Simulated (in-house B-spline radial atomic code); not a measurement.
Configurations of Nd, with energies counted from [Xe] 4f4 6s2. All numbers are computed (scalar-relativistic (X2C) TPSSh, spin-polarised, spherical fractional occupations, exact exchange averaged over the configuration; Fermi nucleus of rms radius 4.9123 fm) with a B-spline radial code for spherical atoms, not measured. Shells without spins written out take the highest spin.

Occupations are held fixed; configurations that lie above the ionisation limit could autoionise.

| configuration | E - E(ref) (eV) | highest orbital | its <r> (bohr) |
| --- | --- | --- | --- |
| [Xe] 4f3 6s2 6p1 | 4.434 | 6p up | 5.069 |
| [Kr] 4d10 4f4 5s2 5p5 6s2 7d1 | 24.952 | 7d up | 20.26 |
| [Kr] 4d9 4f4 5s2 5p6 5d1 6s2 | 115.73 | 5d up | 2.774 |
| [Kr] 4d9 4f4 5s2 5p6 6s2 7d1 | 121.44 | 7d up | 20.21 |

Q: Order these further configurations by energy, lowest first.
A. [Kr] 4d9 4f5 5s2 5p6 6s2
B. [Xe] 4f3 5d1 6s2
C. [Xe] 4f4 5d1 6s1
D. [Kr] 4d9 4f4 5s2 5p6 6s2 7p1
E. [Kr] 4d10 4f4 5s2 5p5 6s2 7p1

A: C (0.97295 eV), B (2.1538 eV), E (24.253 eV), A (111.82 eV), D (120.74 eV).
